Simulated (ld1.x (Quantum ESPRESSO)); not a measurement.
Plane-wave convergence, TM potential for Mn (Z = 25)

| Property | Result |
| --- | --- |
| Element | manganese (Mn) |
| Generator | ld1.x (Quantum ESPRESSO) 7.5 |
| Type | norm-conserving Troullier–Martins (Kleinman–Bylander form) |
| Functional | PBE |
| Relativity | scalar-relativistic |
| Frozen core | [Ne] 3s2 |
| Valence charge | 13 |
| Reference configuration | 3p6 3d5 4s2 4p0 |
| Partial waves | 4s (bound): rc 1.70 bohr; 3p (bound): rc 1.15 bohr; 3d (bound): rc 1.65 bohr |
| Local potential | the d channel |
| Core correction | Bessel-smoothed model core, default radius (core density twice the valence density) |

The pseudo-atom Hamiltonian at the reference potential is diagonalised in spherical Bessel functions j_l(qr) that vanish at 20 bohr, with q² up to the cutoff. All-electron valence levels (Ry): 4s -0.3754, 3p -4.0125, 4p -0.1007, 3d -0.4976.

Q: How do the lowest levels (Ry) of each channel move with the cutoff, and are there ghosts?

A:

```csv
cutoff (Ry),s #1,s #2,p #1,p #2,d #1,d #2,f #1,Σ f·Δε (mRy)
8,-0.4819,-0.0059,-1.4999,-0.0231,0.0537,0.1297,0.1098,18045.9
12,-1.6040,-0.2500,-2.2938,-0.0460,0.0532,0.1278,0.1098,13317.4
18,-4.7523,-0.3603,-3.1725,-0.0687,0.0522,0.1237,0.1098,7819.4
30,-7.2434,-0.3741,-3.8568,-0.0854,0.0414,0.0949,0.1098,3632.4
40,-7.9412,-0.3744,-3.9751,-0.0894,-0.1543,0.0610,0.1098,1943.4
50,-8.1303,-0.3749,-4.0066,-0.0913,-0.3603,0.0586,0.1098,723.2
60,-8.1898,-0.3750,-4.0112,-0.0920,-0.4485,0.0581,0.1098,254.6
80,-8.2173,-0.3752,-4.0117,-0.0922,-0.4937,0.0579,0.1098,25.5
110,-8.2199,-0.3752,-4.0124,-0.0923,-0.4975,0.0579,0.1098,2.0
140,-8.2226,-0.3753,-4.0125,-0.0923,-0.4975,0.0579,0.1098,0.7
180,-8.2226,-0.3753,-4.0125,-0.0923,-0.4976,0.0579,0.1098,0.2
400,-8.2227,-0.3753,-4.0126,-0.0923,-0.4976,0.0579,0.1098,0.0
```

Result: ghost state, extra bound levels that the all-electron valence spectrum of the same l lacks: s at -111.9 eV (a true bound ghost makes a file unfit for plane-wave use); 10 mRy is reached at 90 Ry and 1 mRy at 140 Ry.

Its largest configuration-test error is -335 meV.
